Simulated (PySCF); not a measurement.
C3H2F2N2S2 (charge +1 and doublet state).
SMILES with atom numbers: `[F:1][CH:2]([F:3])[S+:4][c:5]1[cH:6][n:7][s:8][n:9]1` (hydrogens: H10 on C2; H11 on C6)

Cartesian coordinates in Å at the GFN2-xTB level; atoms count from 1:
```
atom  x, y, z in Å
F1     1.4827   -1.5414    0.3938
C2     1.9589   -0.3608    0.0125
F3     1.7393   -0.2201   -1.2907
S4     1.0206    0.9949    0.9308
C5    -0.5813    0.6658    0.4313
C6    -1.1289   -0.3536   -0.4522
N7    -2.4096   -0.2441   -0.5611
S8    -2.9613    1.0091    0.3405
N9    -1.5476    1.4538    0.9032
H10    3.0295   -0.2747    0.2444
H11   -0.5968   -1.1263   -0.9784
```

The hyperfine couplings belong to this conformer and change with its torsions.

Method: UKS B3LYP, pcH-1 on C F H N S, non-relativistic, mean-field spin-orbit, GIAO (PySCF 2.14.0). Isolated species at its GFN2-xTB geometry (one conformer only). A GFN2-xTB geometry isn't a minimum of the functional, and hyperfine couplings can be far from their values at a DFT geometry, by a factor of two or more for some ions and for spin on atoms past the first row. No stability test was run, so a lower SCF solution isn't excluded.

Problem. Break the g tensor into its mass correction, gauge correction and orbital-Zeeman/spin–orbit terms.

Solution. 
```json
{"Δg (ppt)": "relativistic mass correction", "1": "-0.24", "2": "-0.24", "3": "-0.24"}
{"Δg (ppt)": "gauge correction", "1": "0.00", "2": "0.05", "3": "0.06"}
{"Δg (ppt)": "orbital Zeeman/spin–orbit", "1": "0.58", "2": "7.57", "3": "12.10"}
{"Δg (ppt)": "total", "1": "0.34", "2": "7.38", "3": "11.92"}
```

So g = 2.00266, 2.00970, 2.01423 and g_iso = 2.00887; the tensor is rhombic: the two nearest values differ by 39 % of g3 − g1. Axes: g2 points within 1° of the C5–C6 bond.

Problem. Average each term over the three axes. Which is largest in size?

Solution. The orbital-Zeeman/spin–orbit term 6.75, the mass correction -0.24 and the gauge correction 0.04 ppt, for a total of 6.55 ppt. The orbital-Zeeman/spin–orbit term is the largest in size. The mass correction is the same along every axis, so the anisotropy comes from the other two: their spans along these axes are 0.06 (gauge) and 11.52 ppt (orbital Zeeman/spin–orbit).

Problem. What effective moment and Curie constant follow for a powder?

Solution. With the mean of g² = 4.0356 and S(S+1) = 0.75: μ_eff = √(⟨g²⟩S(S+1)) = 1.740 μB and χT = 0.12505·⟨g²⟩·S(S+1) = 0.378 cm³ K/mol (cgs; spin-Hamiltonian part alone).

Problem. In a frozen sample, at which fields do the three g values resonate at 9.5, 34, 94 and 263 GHz (hyperfine left aside), and which band first spreads them over more than twice a line width of 0.3 mT?

Solution. 
```csv
band,GHz,B(g3) mT,B(g2) mT,B(g1) mT,spread mT
X,9.5,336.98,337.74,338.93,1.95
Q,34.0,1206.03,1208.75,1213.00,6.97
W,94.0,3334.31,3341.83,3353.59,19.28
J,263.0,9328.98,9350.01,9382.91,53.93
```

The spread grows in proportion to the frequency. X band is the first where it exceeds 0.6 mT.

Largest spin populations (Mulliken): S4 (+0.51), S8 (+0.29), C6 (+0.13) and C5 (+0.07).

The HOMO–LUMO gaps are 5.71 eV among the α and 2.52 eV among the β orbitals.
